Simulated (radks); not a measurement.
The numbers below are computed, except where a source is named.
Effect of the nuclear size on the magnesium ion Mg3+, [He] 2s2 2p5. Level of theory: Dirac Kohn-Sham, PBE, spin-unpolarised, spherical densities, finite nucleus; open shells are shared between the two j in proportion to 2j + 1; Fermi nuclear charge, rms radius 3.057 fm (a radial shooting solver on a logarithmic mesh with Libxc functionals). The rms radius is varied about that value; shifts are against it.

| rms radius (fm) | total energy shift (eV) | density at nucleus (e/bohr^3) | 1s1/2 shift (meV) |
|---|---|---|---|
| 2.7421 | -0.000518 | 1165 | -0.214 |
| 2.7819 | -0.000456 | 1165 | -0.188 |
| 3.057 | 0 | 1163 | 0.000 |
| 3.2465 | 0.000339 | 1163 | 0.140 |
| 3.4728 | 0.000769 | 1162 | 0.318 |

Slopes of the eigenvalues against <r^2> in GHz/fm^2, as finite differences over the two radii next to the reference (eigenvalue slopes, not the field-shift constants of lines): 1s1/2 28.4.
